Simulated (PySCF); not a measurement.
**C₆ coefficients of unlike pairs at revPBE**

Calculated with PySCF 2.14 from the dipole response of each species, C₆(A,B) = (3/π) ∫ α_A(iu) α_B(iu) du, in atomic units, from isotropic polarisabilities. For ions this is the dispersion term alone; charge-induced terms of lower order in 1/R come first.

```
species            configuration                                                                                              basis      relativity  α (bohr³)  C₆ (like pair)
   Rh³⁺            [Kr] 4d6 (5D)  aug-cc-pVTZ-PP with one added diffuse shell each of s, p, d, f, g type with ECP28MDF (7s7p6d4f3g)  core potential      4.852           22.12
      F        [He] 2s2 2p5 (2P)                                                                             aug-cc-pwCVDZ (5s4p2d)            none      3.187           8.222
   Tl²⁺  [Xe] 4f14 5d10 6s1 (2S)                                                        aug-cc-pwCVTZ-PP with ECP60MDF (8s7p6d4f1g)  core potential      12.22           78.78
```

(1) Estimate C₆ for Tl²⁺ with Rh³⁺.

No spin-orbit coupling is included.

The other pairs:

```json
{"pair": "F, Rh³⁺", "C₆": "13.47"}
{"pair": "Tl²⁺, F", "C₆": "25.18"}
```

## Answers

(1) The integral gives 40.98. The combination rule 2 C_A C_B / (C_A α_B/α_A + C_B α_A/α_B) gives 40.06 and the geometric mean 41.75.
